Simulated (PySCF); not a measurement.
CBrF₂, SMILES F[C](F)Br (connectivity only; charge and spin as stated), charge +1, multiplicity 1. Coordinates come from a PBE-D3(BJ)/def2-SVP optimisation. The multiplicity is an assumed one; other spin states were not compared. The isomer is the one that the SMILES or the coordinates give; other isomers of the formula were not compared.

PySCF with TDA-CAM-B3LYP/def2-SVPD puts the lowest singlet excitations at 4.42, 6.27, 7.16, 7.58, 7.85, 8.37 eV.

### Question
What are the lowest excitation roots from ADC(2)/aug-cc-pVDZ run with PySCF? (An estimate is asked for; the answer gives what the named calculation found.)

### Answer
4.54, 5.53, 7.28, 7.69, 7.85, 8.16 eV. S1 differs by 0.12 eV (second minus first; roots are paired by order, and the bases may differ).
